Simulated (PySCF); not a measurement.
Input for PySCF: R-HF/STO-3G on C2H3B (SMILES BC#C), a point of a bond scan (R = 1.784 Å).

```python
from pyscf import gto, scf, dft, mp
from pyscf.data.elements import chemcore

mol = gto.M(
    atom='''
    B    -1.19336207   -0.05181280   -0.71503351
    C     0.09242682    0.00401294    0.05537990
    C     1.12928729    0.04903083    0.67664147
    H     2.04113857    0.08862114    1.22300057
    H    -2.33527576    1.31711150   -0.64235463
    H    -1.44997504   -1.00862318   -1.37338029
    ''',
    basis='sto-3g',
    charge=0, spin=0, verbose=3, max_memory=1800)
mf = scf.RHF(mol)
mf.conv_tol = 1e-8
mf.max_cycle = 100
mf.kernel()
if not mf.converged:
    mf = mf.newton().run(mf.mo_coeff, mf.mo_occ)
```

It printed:

```
converged SCF energy = -100.697349871679
```

The calculation finished and met its thresholds.

Cost: about 0.14 core-seconds (a rough figure).
